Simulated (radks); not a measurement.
Charge is removed step by step from the 3p (averaged over the sub-levels emptied) level of Ca, starting from [Ar] 4s2. Calculated with a radial shooting solver on a logarithmic mesh with Libxc functionals: Dirac Kohn-Sham, PBE, spin-unpolarised, spherical densities, point nucleus.

removed (e)  E - E(0) (eV)  eigenvalue (eV)  E minus straight line (eV)
0                    0.000          -28.005                       0.000
0.25                 7.400          -31.221                      -1.267
0.5                 15.623          -34.583                      -1.712
0.75                24.702          -38.074                      -1.300
1                   34.669          -41.680                       0.000

Removing the whole electron costs 34.669 eV by Delta-SCF, against 28.005 eV from minus the eigenvalue at the starting occupation. Slater's transition state (half an electron removed) gives 34.583 eV. Integrating minus the eigenvalue over the occupation (Janak's theorem) gives 34.669 eV. The mean slope of the eigenvalue, de/dn, is 13.7 eV per electron.
